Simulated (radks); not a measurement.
The numbers below are computed, except where a source is named.
Problem. The bromine anion Br-, [Kr], held by a Watson sphere: a shell of charge +1 at radius R that stands for the Madelung well of a crystal (potential energy -1/R inside, -1/r outside, in hartree with lengths in bohr). Code: a radial shooting solver on a logarithmic mesh with Libxc functionals. Model: scalar-relativistic Kohn-Sham, LDA (Slater exchange, Perdew-Wang correlation), spin-polarised, spherical densities, point nucleus. Response by self-consistent Sternheimer equations with the Hartree and adiabatic LDA kernel, the relativistic mass of each level held fixed and spin-orbit coupling left out. The sphere does not respond.

R (bohr)  e(3d) (eV)  e(4s) (eV)  e(4p) (eV)  <r> 4p (bohr)  sum of <r^2> (bohr^2)  X-ray form factor at sin(theta)/lambda = 0.2 1/angstrom  alpha (bohr^3)
2.54         -65.528     -19.955      -8.072          2.161                  47.33                                                   27.837           26.94
2.93         -65.153     -19.350      -7.552          2.201                  48.78                                                   27.787           30.28
3.41         -64.675     -18.684      -6.925          2.239                  50.24                                                   27.755           34.52
3.63         -64.453     -18.406      -6.652          2.252                  50.80                                                   27.747           36.44
4.96         -63.220     -17.022      -5.261          2.302                  53.02                                                   27.734           46.65
5.2          -63.028     -16.820      -5.056          2.306                  53.26                                                   27.733           48.15
5.28         -62.966     -16.755      -4.991          2.308                  53.33                                                   27.733           48.62

Estimate the row for R = 3.3 bohr.

Solution. e(3d) (eV) -64.785; e(4s) (eV) -18.830; e(4p) (eV) -7.065; <r> 4p (bohr) 2.231; sum of <r^2> (bohr^2) 49.93; X-ray form factor at sin(theta)/lambda = 0.2 1/angstrom 27.760; alpha (bohr^3) 33.55.
